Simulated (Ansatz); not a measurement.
`C[N](C)[Zn][Cl]` and `C[N](C)[ZnH]` differ in one atom or group.

Ansatz, PBE0-D4/def2-TZVP geometries, multiplicity 1. Each molecule was computed in one conformer, which needn't be the lowest.

Scalar relativity is left out up to krypton.

| property | `C[N](C)[Zn][Cl]` |
| --- | --- |
| HOMO energy (PBE/def2-TZVPP) / eV | -4.84 |
| HOMO–LUMO gap (B3LYP/def2-TZVPP) / eV | 4.74 |
| HOMO–LUMO gap (PBE0/def2-TZVPP) / eV | 5.24 |
| HOMO–LUMO gap (PBE/def2-TZVPP) / eV | 3.12 |
| HOMO energy (ωB97M-V/def2-TZVPP) / eV | -8.36 |
| size of the dipole moment (B3LYP/def2-TZVPP) / D | 2.06 |

(1) What does the change do to each property? (Best estimate.)

Results:

(1) Computed: 
```tsv
property	`C[N](C)[ZnH]`	shift
HOMO energy (PBE/def2-TZVPP) / eV	-4.52	0.32
HOMO–LUMO gap (B3LYP/def2-TZVPP) / eV	4.90	0.16
HOMO–LUMO gap (PBE0/def2-TZVPP) / eV	5.35	0.11
HOMO–LUMO gap (PBE/def2-TZVPP) / eV	3.43	0.31
HOMO energy (ωB97M-V/def2-TZVPP) / eV	-7.99	0.37
size of the dipole moment (B3LYP/def2-TZVPP) / D	0.25	-1.81
```

With PBE0 the HOMO rises by 0.36 eV and the LUMO rises by 0.48 eV, so the gap widens by about 0.12 eV. PBE moves the HOMO by 0.32 eV and ωB97M-V by 0.37 eV. Dipoles are sizes alone; their direction can turn.

B3LYP here is the variant with VWN-RPA as its local correlation; programs differ in this.
